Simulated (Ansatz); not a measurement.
Cartesian coordinates in Å:
```
C 1.609 0.903 1.653
B 1.547 0.493 0.129
O 2.708 0.648 -0.608
O 0.363 1.288 -0.571
C -0.824 0.870 -0.556
C -1.847 1.877 -1.088
F -1.625 2.104 -2.379
F -3.090 1.422 -0.950
F -1.746 3.025 -0.431
C -1.213 -0.405 -0.175
C -0.177 -1.309 0.004
C -0.455 -2.810 0.118
F 0.133 -3.306 1.198
F 0.023 -3.438 -0.953
F -1.761 -3.055 0.199
O 1.046 -1.011 0.019
H 0.662 0.757 2.181
H 2.372 0.316 2.171
H 1.885 1.956 1.749
H 2.633 0.390 -1.528
H -2.244 -0.713 -0.181
```

The species carries charge 0 and has multiplicity 1.

(1) List the B3LYP/def2-TZVPP orbital energies in eV (the Gaussian-basis code of Ansatz). (Estimate.)

## Answers

(1) The calculation gave: Occupied: -673.59, -673.59, -673.50, -673.50, -673.48, -673.48, -522.67, -522.67, -520.12, -284.74, -284.73, -281.17, -281.17, -278.38, -275.77, -185.30, -37.05, -37.05, -34.60, -34.60, -34.53, -34.53, -31.33, -30.45, -27.40, -23.48, -21.82, -20.88, -19.19, -19.06, -18.39, -17.50, -17.37, -17.35, -17.34, -16.82, -16.21, -15.63, -14.81, -14.44, -14.17, -13.99, -13.86, -13.83, -13.70, -13.14, -12.99, -12.92, -12.72, -12.42, -12.38, -12.28, -12.28, -12.11, -11.38, -10.52, -10.48, -10.31, -9.69, -9.19, -8.68, -8.14. Lowest empty: -3.70, -0.27, 0.60, 1.39, 1.61, 2.11, 2.37, 2.40.

B3LYP here is the variant with VWN-RPA as its local correlation; programs differ in this.
